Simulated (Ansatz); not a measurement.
C2H7In (`C[CH2][InH2]`). The species carries charge 0 and has multiplicity 1. In takes the def2 core potential.

Cartesian coordinates in Å:
```
C 1.163 0.477 0.568
C -0.148 0.665 -0.183
In -1.286 -1.143 -0.535
H 1.688 1.427 0.714
H 1.846 -0.189 0.034
H 1.006 0.040 1.558
H 0.023 1.126 -1.161
H -0.810 1.355 0.350
H -2.799 -1.090 -1.377
H -0.683 -2.667 0.031
```

Problem. What are the harmonic wavenumbers in cm⁻¹ at PBE0-D4/def2-TZVP (Ansatz, finite differences of forces, unscaled)? (Best estimate.)

Solution. Computed: 60, 179, 207, 356, 451, 490, 606, 633, 935, 969, 1048, 1201, 1254, 1409, 1447, 1488, 1497, 1782, 1788, 3029, 3043, 3079, 3091, 3112.

Problem. Is this a minimum?

Solution. Yes, all 24 modes are real.

Problem. Give the ideal-gas thermochemistry at 298.15 K and 1 bar (rigid rotor, harmonic oscillator; point group Cs, symmetry number 1).

Solution. Zero-point energy 198.3 kJ/mol; H(298) − E = 216.8 kJ/mol; entropy 328.9 J/(mol·K), of which translation 171.0, rotation 104.6, vibration 53.4; G(298) − E = 118.8 kJ/mol. Modes under 100 cm⁻¹ are hindered rotations or soft bends, so the harmonic entropy is rough.

Problem. And at 400, 500, 600, 800 and 1000 K?

Solution. 
```tsv
T (K)	H − E (kJ/mol)	S (J/mol/K)	G − E (kJ/mol)
400	227.0	358.2	83.7
500	238.7	384.2	46.6
600	251.9	408.1	7.0
800	281.7	450.9	-79.0
1000	315.2	488.2	-173.0
```

Problem. Rotational constants (cm⁻¹)?

Solution. 0.8128, 0.09454, 0.08739.
